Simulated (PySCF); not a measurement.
# Cd³⁺ (cadmium, charge +3) across methods

[Kr] 4d9, 2D determinant. Computed with PySCF 2.14 in aug-cc-pwCVTZ-PP with ECP28MDF (8s8p7d4f3g, 122 functions), with scalar relativity through the core potential.

```
   method  E (hartree)  mean ε 4p β (eV)  mean ε 4d α (eV)  mean ε 4d β (eV)  Σ⟨r²⟩ (bohr²)   ⟨S²⟩
      PBE    -165.3878           -102.64           -46.080           -45.218          23.35  0.751
     PBE0    -165.4008           -107.09           -48.514           -47.561          23.24  0.751
CAM-B3LYP    -165.3615           -108.36           -50.014           -49.105          23.34  0.751
     BLYP    -165.3507           -102.58           -45.973           -45.142          23.42  0.750
      UHF   -164.67922           -119.22           -54.712           -53.441          23.06  0.752
      LDA    -165.0512           -102.67           -46.266           -45.378          23.48  0.750
    B3LYP    -165.4457           -106.32           -48.091           -47.190          23.32  0.751
   r2SCAN    -165.4514           -104.60           -46.542           -45.542          23.18  0.751
```

Energies and moments cover only the electrons outside the core potential.
